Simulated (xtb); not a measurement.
Job for xtb: GFN2-xTB on H2OSeTe (SMILES O[Te][SeH]), a point of a torsion scan.

```
$ xtb mol.xyz --gfn 2 --opt vtight --chrg 0 --uhf 0 --input xcontrol
5

O     -1.44442647     0.59647549    -0.41308022
Te    -0.21254396    -0.98166642    -0.79417006
Se     1.80034156    -0.69084351     0.78672712
H     -2.34133702     0.27617189    -0.16779671
H      3.04907648    -0.57175995    -0.11417613
$constrain
  force constant=1.0
  dihedral: 1,2,3,5,240.0
$end
```

It printed:

```
[...]
           -------------------------------------------------
          |                Calculation Setup                |
           -------------------------------------------------



           -------------------------------------------------
          |                 G F N 2 - x T B                 |
           -------------------------------------------------

        Reference                      10.1021/acs.jctc.8b01176
      * Hamiltonian:
        H0-scaling (s, p, d)           1.850000    2.230000    2.230000
        zeta-weighting                 0.500000
      * Dispersion:
        s8                             2.700000
        a1                             0.520000
        a2                             5.000000
        s9                             5.000000
      * Repulsion:
        kExp                           1.500000    1.000000
        rExp                           1.000000
      * Coulomb:
        alpha                          2.000000
        third order                    shell-resolved
        anisotropic                    true
        a3                             3.000000
        a5                             4.000000
        cn-shift                       1.200000
        cn-exp                         4.000000
        max-rad                        5.000000


          ...................................................
          :                      SETUP                      :
          :.................................................:
          :  # basis functions                  26          :
          :  # atomic orbitals                  24          :
          :  # shells                           10          :
          :  # electrons                        20          :
          :  max. iterations                   250          :
          :  Hamiltonian                  GFN2-xTB          :
          :  restarted?                      false          :
          :  GBSA solvation                  false          :
          :  PC potential                    false          :
          :  electronic temp.          300.0000000     K    :
          :  accuracy                    1.0000000          :
          :  -> integral cutoff          0.2500000E+02      :
          :  -> integral neglect         0.1000000E-07      :
          :  -> SCF convergence          0.1000000E-05 Eh   :
          :  -> wf. convergence          0.1000000E-03 e    :
          :  Broyden damping             0.4000000          :
          :  net charge                          0          :
          :  unpaired electrons                  0          :
          ...................................................

 iter      E             dE          RMSdq      gap      omega  full diag
   1    -11.3577400 -0.113577E+02  0.876E+00    2.86       0.0  T
   2    -11.3143401  0.433999E-01  0.951E+00    2.63       1.0  T
   3    -11.3773035 -0.629634E-01  0.460E+00    2.86       1.0  T
   4    -11.3785651 -0.126156E-02  0.628E-01    2.87       1.0  T
   5    -11.3773124  0.125266E-02  0.105E+00    2.87       1.0  T
   6    -11.3786258 -0.131334E-02  0.176E-01    2.88       1.0  T
   7    -11.3786242  0.154478E-05  0.122E-01    2.88       1.0  T
   8    -11.3786301 -0.586122E-05  0.887E-02    2.88       1.0  T
   9    -11.3786337 -0.363358E-05  0.328E-02    2.88       1.4  T
  10    -11.3786356 -0.186888E-05  0.805E-03    2.88       5.6  T
  11    -11.3786357 -0.710456E-07  0.903E-04    2.88      49.5  T
  12    -11.3786356  0.436387E-09  0.881E-04    2.88      50.7  T

   *** convergence criteria satisfied after 12 iterations ***

         #    Occupation            Energy/Eh            Energy/eV
      -------------------------------------------------------------
         1        2.0000           -0.8573481             -23.3296
       ...           ...                  ...                  ...
         4        2.0000           -0.5682453             -15.4627
         5        2.0000           -0.5044277             -13.7262
         6        2.0000           -0.4898256             -13.3288
         7        2.0000           -0.4749145             -12.9231
         8        2.0000           -0.4332978             -11.7906
         9        2.0000           -0.4010156             -10.9122
        10        2.0000           -0.3786874             -10.3046 (HOMO)
        11                         -0.2729122              -7.4263 (LUMO)
        12                         -0.2478363              -6.7440
        13                         -0.2124014              -5.7797
        14                         -0.0176607              -0.4806
        15                         -0.0133123              -0.3622
       ...                                ...                  ...
        24                          0.8194856              22.2993
      -------------------------------------------------------------
                  HL-Gap            0.1057752 Eh            2.8783 eV
             Fermi-
[...]
  -0.4833576             -13.1528
         8        2.0000           -0.4362307             -11.8704
         9        2.0000           -0.4048621             -11.0169
        10        2.0000           -0.3781660             -10.2904 (HOMO)
        11                         -0.2526332              -6.8745 (LUMO)
        12                         -0.2358374              -6.4175
        13                         -0.1866537              -5.0791
        14                         -0.0220615              -0.6003
        15                         -0.0074907              -0.2038
       ...                                ...                  ...
        24                          0.9956505              27.0930
      -------------------------------------------------------------
                  HL-Gap            0.1255328 Eh            3.4159 eV
             Fermi-level           -0.3153996 Eh           -8.5825 eV

 SCC (total)                   0 d,  0 h,  0 min,  0.002 sec
 SCC setup                      ...        0 min,  0.000 sec (  1.947%)
 Dispersion                     ...        0 min,  0.000 sec (  0.515%)
 classical contributions        ...        0 min,  0.000 sec (  0.204%)
 integral evaluation            ...        0 min,  0.001 sec ( 29.472%)
 iterations                     ...        0 min,  0.000 sec ( 21.250%)
 molecular gradient             ...        0 min,  0.001 sec ( 43.904%)
 printout                       ...        0 min,  0.000 sec (  2.422%)

         :::::::::::::::::::::::::::::::::::::::::::::::::::::
         ::                     SUMMARY                     ::
         :::::::::::::::::::::::::::::::::::::::::::::::::::::
         :: total energy             -11.369988405390 Eh    ::
         :: gradient norm              0.000018703244 Eh/a0 ::
         :: HOMO-LUMO gap              3.415922162851 eV    ::
         ::.................................................::
         :: SCC energy               -11.398692615442 Eh    ::
         :: -> isotropic ES            0.028768854578 Eh    ::
         :: -> anisotropic ES         -0.001534369474 Eh    ::
         :: -> anisotropic XC         -0.001982478510 Eh    ::
         :: -> dispersion             -0.003041405700 Eh    ::
         :: repulsion energy           0.028675943709 Eh    ::
         :: add. restraining           0.000028266343 Eh    ::
         :: total charge              -0.000000000000 e     ::
         :::::::::::::::::::::::::::::::::::::::::::::::::::::

           -------------------------------------------------
          |                Property Printout                |
           -------------------------------------------------

    * Orbital Energies and Occupations

         #    Occupation            Energy/Eh            Energy/eV
      -------------------------------------------------------------
         1        2.0000           -0.8585012             -23.3610
         2        2.0000           -0.7555064             -20.5584
         3        2.0000           -0.6891025             -18.7514
         4        2.0000           -0.5735329             -15.6066
         5        2.0000           -0.5074062             -13.8072
         6        2.0000           -0.4973095             -13.5325
         7        2.0000           -0.4833576             -13.1528
         8        2.0000           -0.4362307             -11.8704
         9        2.0000           -0.4048621             -11.0169
        10        2.0000           -0.3781660             -10.2904 (HOMO)
        11                         -0.2526332              -6.8745 (LUMO)
        12                         -0.2358374              -6.4175
        13                         -0.1866537              -5.0791
        14                         -0.0220615              -0.6003
        15                         -0.0074907              -0.2038
        16                          0.0250367               0.6813
        17                          0.0322132               0.8766
        18                          0.0645546               1.7566
        19                          0.1061949               2.8897
        20                          0.1565161               4.2590
        21                          0.1714496               4.6654
       ...                                ...                  ...
        24                          0.9956505              27.0930
      -------------------------------------------------------------
                  HL-Gap            0.1255328 Eh            3.4159 eV
             Fermi-level           -0.3153996 Eh           -8.5825 eV

     #   Z          covCN         q      C6AA      α(0)
     1   8 O        1.589    -0.442    21.711     6.288
     2  52 Te       1.696     0.179   407.697    37.332
     3  34 Se       1.824    -0.190   242.134    27.115
     4   1 H        0.818     0.306     0.700     1.313
     5   1 H        0.925     0.146     1.417     1.862

 Mol. C6AA /au·bohr⁶  :       1785.762925
 Mol. C8AA /au·bohr⁸  :     130857.350089
 Mol. α(0) /au        :         73.909390
Note: The following floating-point exceptions are signalling: IEEE_UNDERFLOW_FLAG IEEE_DENORMAL
normal termination of xtb


Wiberg/Mayer (AO) data.
largest (>0.10) Wiberg bond orders for each atom

 ---------------------------------------------------------------------------
     #   Z sym  total        # sym  WBO       # sym  WBO       # sym  WBO
 ---------------------------------------------------------------------------
     1   8 O    2.160 --     2 Te   1.205     4 H    0.896
     2  52 Te   2.465 --     3 Se   1.221     1 O    1.205
     3  34 Se   2.226 --     2 Te   1.221     5 H    0.946
     4   1 H    0.906 --     1 O    0.896
     5   1 H    0.979 --     3 Se   0.946
 ---------------------------------------------------------------------------

Topologies differ in total number of bonds
Writing topology from bond orders to xtbtopo.mol

molecular dipole:
                 x           y           z       tot (Debye)
 q only:        0.128      -0.473      -0.162
   full:       -0.311      -0.555      -0.498       2.054
molecular quadrupole (traceless):
                xx          xy          yy          xz          yz          zz
 q only:        3.313       1.448      -2.063      -3.388       2.158      -1.249
  q+dip:        1.666       3.496      -1.275      -6.290       3.263      -0.391
   full:        3.102       2.463      -2.826      -6.025       4.192      -0.276

           -------------------------------------------------
          |                Geometry Summary                 |
           -------------------------------------------------

      molecular mass/u    :      224.5778015
   center of mass at/Å    :        0.3610012      -0.7477545      -0.4226423
  moments of inertia/u·Å² :        0.5993172E+02   0.3352226E+03   0.3907762E+03
rotational constants/cm⁻¹ :        0.2812806E+00   0.5028787E-01   0.4313884E-01

 * 2 selected distances

     #   Z          #   Z                                           value/Å
     1   8 O        4   1 H                                       0.9576590 (min)
     3  34 Se       5   1 H                                       1.4465115 (max)

 * 2 distinct bonds (by element types)

   Z      Z             #   av. dist./Å        max./Å        min./Å
   1 H    8 O           1     0.9576590     0.9576590     0.9576590
   1 H   34 Se          1     1.4465115     1.4465115     1.4465115


optimized geometry written to: xtbopt.xyz


           -------------------------------------------------
          | TOTAL ENERGY              -11.369988405390 Eh   |
          | GRADIENT NORM               0.000018703244 Eh/α |
          | HOMO-LUMO GAP               3.415922162851 eV   |
           -------------------------------------------------

------------------------------------------------------------------------
------------------------------------------------------------------------
 total:
 SCF:
 ANC optimizer:
```

The run finished.

Warnings raised: the energy holds the restraint's term.

Cost: about 0.09 core-seconds (a rough figure).
